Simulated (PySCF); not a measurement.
Task: Write a Z-matrix for InChI=1S/C3H14OSi3/c1-2-4-3(5,6)7/h2H2,1,5-7H3 as optimised with PBE0-D3(BJ)/def2-SVP.

Result: 
Z-matrix in Å and degrees, rows numbered from 1:
```
C 
C   1  1.5078
O   2  1.4050  1  108.26
C   3  1.4304  2  116.98  1  -179.47
Si  4  1.9070  3  102.07  2  -178.29
Si  4  1.9131  3  113.26  2    65.57
Si  4  1.9139  3  113.24  2   -62.27
H   1  1.1001  2  110.67  3   179.76
H   1  1.0999  2  110.41  3    59.53
H   1  1.0998  2  110.35  3   -59.98
H   2  1.1090  1  110.58  3  -121.29
H   2  1.1095  1  110.39  3   121.14
H   5  1.4932  4  109.27  3    60.64
H   5  1.4929  4  109.27  3   -59.10
H   5  1.4944  4  110.17  3  -179.26
H   6  1.4961  4  112.82  3   -74.75
H   6  1.4948  4  108.11  3   166.09
H   6  1.4945  4  109.57  3    46.45
H   7  1.4945  4  109.43  3   -44.83
H   7  1.4963  4  112.70  3    76.25
H   7  1.4946  4  108.31  3  -164.51
```

O3 (ether oxygen) is bent (angle 117.0°). Si5 (SiH3 silicon) is tetrahedral (angles from 109.3° to 110.2°). Of the pairs four or more bonds apart, Si7···H12 is among the closest relative to their van der Waals radii: 2.81 Å, 85 % of the sum of Bondi's values. The 2 C–O bonds span 1.405 Å (C2–O3, drawn single) to 1.430 Å (O3–C4, drawn single), a spread of 0.025 Å.

Method used: PBE0-D3(BJ)/def2-SVP geometry optimisation, gas phase (PySCF 2.14.0).

Point group: near Cs, missed by 0.11 Å at most; the miss may be what the optimiser left on a soft mode. Not checked by PBE0-D3(BJ)/def2-SVP frequencies. One conformer, not necessarily the lowest (C1–C2–O3–C4 -179°).

Hardware: Arm Neoverse N1, one thread, on a shared host. Cost: 4.4 min wall, 0.77 GiB resident at most. This is the geometry optimisation.
